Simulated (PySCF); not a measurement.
Bonds: Si1-C2, Si1-C9, Si1-C16, Si1-C27, C2-C3, C9-C10, C16-C17, C16-C21, C17-C18, C18-C19, C19-C20, C20-C21, C27-C28, C27-C32, C28-C29, C29-C30, C30-C31, C31-C32. C2 carries H4, H5; C3 carries H6, H7, H8; C9 carries H11, H12; C10 carries H13, H14, H15; C17 carries H22; C18 carries H23; C19 carries H24; C20 carries H25; C21 carries H26; C28 carries H33; C29 carries H34; C30 carries H35; C31 carries H36; C32 carries H37.

Computed data (PySCF 2.14): PBE0-D3(BJ)/def2-SVP geometry, GIAO KT2/pcSseg-1 shieldings. A single conformation, no relativistic terms, rapidly exchanging positions averaged, gas phase.

Referencing at the same level of theory: TMS for 13C, 1H, 29Si.

| atoms | nucleus | count | δ (ppm) |
| --- | --- | --- | --- |
| C2/C9 | 13C | 2 | 6.5 |
| C19/C30 | 13C | 2 | ? |
| C16/C27 | 13C | 2 | ? |
| C3/C10 | 13C | 2 | 8.8 |
| H4/H5/H11/H12 | 1H | 4 | 1.06 |
| Si1 | 29Si | 1 | -6.0 |
| H23/H25/H34/H36 | 1H | 4 | ? |
| C17/C21/C28/C32 | 13C | 4 | 130.7 |
| H24/H35 | 1H | 2 | 7.16 |
| H6/H7/H8/H13/H14/H15 | 1H | 6 | 0.97 |
| H22/H26/H33/H37 | 1H | 4 | 7.30 |
| C18/C20/C29/C31 | 13C | 4 | ? |

**Question.** Complete the table.

**Answer.** 
- C16/C27: 131.3 ppm, carbon bonded to 2 C, Si
- C19/C30: 124.4 ppm, carbon bonded to 2 C, H
- C18/C20/C29/C31: 122.8 ppm, carbon bonded to 2 C, H
- H23/H25/H34/H36: 7.13 ppm, hydrogen on a carbon bonded to 2 C

Shifts are as computed. Against solution values, carbons near 30 ppm lie about +2 ppm off and those near 130 ppm about -5 ppm (rms about the fit 1.2 ppm; single classes can miss by 10 ppm). Of 1328 compounds with measured shifts, 309 miss one by over three times the rms of a fit or turn the order of signals round; such compounds aren't used in these exercises. Signals without a measured value on file couldn't be tested in this way.
